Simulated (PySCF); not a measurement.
Excited states between 380 and 750 nm. Vertical TDDFT excitations of isolated species (PySCF; the level stands beside each; core orbitals frozen in the response), one conformer each, no solvent.

1. `C[C@@H](Cl)[C@@H](C)C#N`
2. `O=C(C#CC=C)O`
3. `C=C1C=CC(OC)=C1F`
4. `CCC1=CC=CC1`
5. `CC(=S)C=C(C)C`
6. `C(C[C@@H]1CCS1)=C`
7. `COc1ccccc1F`
8. `C=CC(=C)/C=C/C`
9. `CC1(C2CC2)C=C1`

Q: For which of them does the calculation put a singlet between 380 and 750 nm?

A: 3 and 5.

1. (CAM-B3LYP/def2-SVPD on a GFN2-xTB geometry) 169 nm (f 0.001); 167 nm (f 0.003); 160 nm (f 0.001); 153 nm (f 0.003); 151 nm (f 0.004).
2. (PBE0/def2-SVPD on a GFN2-xTB geometry) 287 nm (f 0.000); 246 nm (f 0.437); 238 nm (f 0.000); 193 nm (f 0.002); 186 nm (f 0.025).
3. (PBE0/def2-SVPD on a GFN2-xTB geometry) 407 nm (f 0.013); 241 nm (f 0.375); 226 nm (f 0.003); 205 nm (f 0.000); 197 nm (f 0.018). S1 lies in the visible range (380 to 750 nm), at 407 nm, f = 0.013; light of that wavelength is violet, and its complementary colour is yellow-green; a Tamm–Dancoff triplet lies at 598 nm, without intensity as long as spin–orbit coupling is left out.
4. (PBE0/def2-SVPD on a GFN2-xTB geometry) 252 nm (f 0.131); 213 nm (f 0.003); 192 nm (f 0.021); 188 nm (f 0.004); 185 nm (f 0.005).
5. (PBE0/def2-SVPD on a GFN2-xTB geometry) 582 nm (f 0.000); 280 nm (f 0.327); 232 nm (f 0.000); 226 nm (f 0.043); 212 nm (f 0.068). S1 lies in the visible range (380 to 750 nm), at 582 nm, dark in the vertical dipole picture (f under 0.0005); light of that wavelength is yellow-green to yellow, and its complementary colour is violet to blue; a Tamm–Dancoff triplet lies at 716 nm, without intensity as long as spin–orbit coupling is left out.
6. (wB97X-D/def2-SVPD on a GFN2-xTB geometry) 271 nm (f 0.000); 200 nm (f 0.044); 190 nm (f 0.004); 183 nm (f 0.073); 178 nm (f 0.066).
7. (wB97X-D/def2-SVPD on a GFN2-xTB geometry) 235 nm (f 0.030); 205 nm (f 0.076); 183 nm (f 0.007); 178 nm (f 0.583); 177 nm (f 0.007).
8. (wB97X-D/def2-SVPD on a GFN2-xTB geometry) 232 nm (f 0.353); 220 nm (f 0.177); 197 nm (f 0.152); 186 nm (f 0.000); 174 nm (f 0.014).
9. (wB97X-D/def2-SVPD on a GFN2-xTB geometry) 209 nm (f 0.004); 193 nm (f 0.063); 174 nm (f 0.001); 163 nm (f 0.060); 160 nm (f 0.001).
